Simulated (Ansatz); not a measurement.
C3H11BN2O, SMILES `CC(C)OB(N)N`. Total charge 0; spin multiplicity 1. The geometry is a stationary point of PBE0-D4/def2-TZVP. It is one conformer, not always the lowest.

```xyz
18

C     1.594   -1.266   -1.052
C     0.879   -0.279   -0.154
C     1.414    1.132   -0.319
O    -0.495   -0.326   -0.475
B    -1.488    0.028    0.415
N    -1.214    0.435    1.750
N    -2.814   -0.039   -0.081
H     1.459   -0.984   -2.100
H     1.192   -2.270   -0.913
H     2.665   -1.284   -0.834
H     1.026   -0.601    0.888
H     2.474    1.180   -0.059
H     0.869    1.834    0.315
H     1.298    1.453   -1.358
H    -0.293    0.472    2.142
H    -1.938    0.642    2.411
H    -2.997   -0.323   -1.025
H    -3.630    0.195    0.450
```

What is the dipole moment at B3LYP/def2-TZVPP? (Best estimate.)

Computed: 1.40 D, with components (-0.07, 0.41, 1.34) D in this frame, pointing from negative to positive charge.

And with PBE, r2SCAN, ωB97M-V? (Estimate.)

Ansatz gave: PBE 1.36 D, r2SCAN 1.37 D, ωB97M-V 1.40 D.

Give the Mulliken charges with B3LYP, PBE, ωB97M-V in def2-TZVPP. (Best estimate.)

The calculation gave: 
```
atom  B3LYP    PBE  ωB97M-V
  C1  -0.25  -0.25    -0.30
  C2   0.20   0.18     0.06
  C3  -0.25  -0.24    -0.28
  O4  -0.37  -0.30    -0.36
  B5   0.35   0.27     0.38
  N6  -0.35  -0.35    -0.31
  N7  -0.35  -0.36    -0.31
  H8   0.08   0.08     0.11
  H9   0.09   0.08     0.11
 H10   0.07   0.07     0.09
 H11   0.02   0.02     0.06
 H12   0.07   0.07     0.10
 H13   0.08   0.07     0.09
 H14   0.08   0.08     0.11
 H15   0.14   0.14     0.11
 H16   0.13   0.14     0.10
 H17   0.15   0.16     0.13
 H18   0.13   0.14     0.10
```

B3LYP here is the variant with VWN-RPA as its local correlation; programs differ in this.
